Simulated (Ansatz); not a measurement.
Relaxation of CH$_{7}$BFGeNO (13 atoms, charge 0, multiplicity 1), to a largest force component of 0.015 eV/Å in at most 40 steps.

Method: RKS PBE0/def2-SVP in Ansatz.

```xyz
13
Properties=species:S:1:pos:R:3
C -0.901 -1.105 0.844
Ge 0.072 -0.355 -0.661
N 1.853 -0.715 -0.415
F -0.392 -1.092 -2.156
B -0.198 1.636 -0.787
O 0.172 2.508 0.357
H -0.770 -2.155 0.901
H -1.987 -0.827 0.671
H -0.603 -0.567 1.816
H 2.400 0.218 -0.515
H 2.188 -1.286 -1.232
H -0.644 2.131 -1.727
H -0.691 2.558 0.905
```

**Question.** Where does it end, and by what steps?

**Answer.** It converged. The force dipped under the threshold on the way, but the program's further checks kept it going. After 33 steps the energy has fallen by 1.610 eV; H12 moved furthest, 1.30 Å.

```tsv
step	energy less start (eV)	largest force component (eV/Å)	accepted
0	0.0000	3.148	yes
2	-0.7721	1.993	yes
4	-1.2843	1.532	yes
6	-1.5313	0.161	yes
8	-1.5529	0.173	yes
10	-1.5548	0.080	yes
12	-1.5576	0.049	yes
14	-1.5606	0.052	yes
16	-1.5646	0.507	yes
18	-1.5759	0.435	no
20	-1.5889	0.112	yes
22	-1.5975	0.240	yes
24	-1.6059	0.092	yes
26	-1.6080	0.083	yes
28	-1.6087	0.062	yes
30	-1.6093	0.012	yes
32	-1.6095	0.020	yes
33	-1.6095	0.012	yes
```

```xyz
13
Properties=species:S:1:pos:R:3
C -0.757 -1.256 0.880
Ge 0.079 -0.226 -0.535
N 1.847 -0.666 -0.605
F -0.713 -0.778 -2.024
B -0.119 1.838 -0.538
O -0.993 2.387 0.326
H -0.602 -2.332 0.714
H -1.838 -1.058 0.899
H -0.330 -0.981 1.856
H 2.387 -0.212 -1.335
H 2.067 -1.659 -0.599
H 0.516 2.545 -1.297
H -1.047 3.348 0.260
```

Whether the end is a true minimum wasn't checked by a vibrational analysis.

Run time: 2.8 min on 2 threads of Arm Neoverse V2, on a shared host, peak memory 0.42 GiB.
